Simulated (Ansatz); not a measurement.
Br$_{2}$H$_{2}$OSn (`[OH][SnH]([Br])[Br]`) at its PBE0-D4/def2-TZVP geometry, where that method's forces vanish. Total charge 0; spin multiplicity 1. Sn: def2 effective core potential.

```
atom    x (Å)    y (Å)    z (Å)
  O1  -0.1367   1.4642  -0.6390
 Sn2   0.0057  -0.4217  -0.2008
 Br3  -1.8173  -1.0026   1.3482
 Br4   2.1196  -0.7838   1.0079
  H5  -0.1007   2.0421   0.1283
  H6  -0.0706  -1.2982  -1.6445
```

For each bond, give half the difference of the two atoms' forces along it (eV/Å; positive pushes the atoms apart) under PBE-D4, r2SCAN-D4, B3LYP-D4, ωB97M-V in def2-TZVPP. (Best estimate.)

Computed: 
```json
{"bond": "O1–Sn2", "length (Å)": "1.941", "PBE-D4": "0.38", "r2SCAN-D4": "0.12", "B3LYP-D4": "0.25", "ωB97M-V": "0.05"}
{"bond": "O1–H5", "length (Å)": "0.961", "PBE-D4": "0.37", "r2SCAN-D4": "0.04", "B3LYP-D4": "-0.04", "ωB97M-V": "-0.05"}
{"bond": "Sn2–Br3", "length (Å)": "2.462", "PBE-D4": "0.15", "r2SCAN-D4": "0.05", "B3LYP-D4": "0.19", "ωB97M-V": "-0.06"}
{"bond": "Sn2–Br4", "length (Å)": "2.462", "PBE-D4": "0.15", "r2SCAN-D4": "0.05", "B3LYP-D4": "0.19", "ωB97M-V": "-0.06"}
{"bond": "Sn2–H6", "length (Å)": "1.691", "PBE-D4": "0.02", "r2SCAN-D4": "-0.03", "B3LYP-D4": "-0.10", "ωB97M-V": "-0.11"}
```

B3LYP here is the variant with VWN-RPA as its local correlation; programs differ in this.
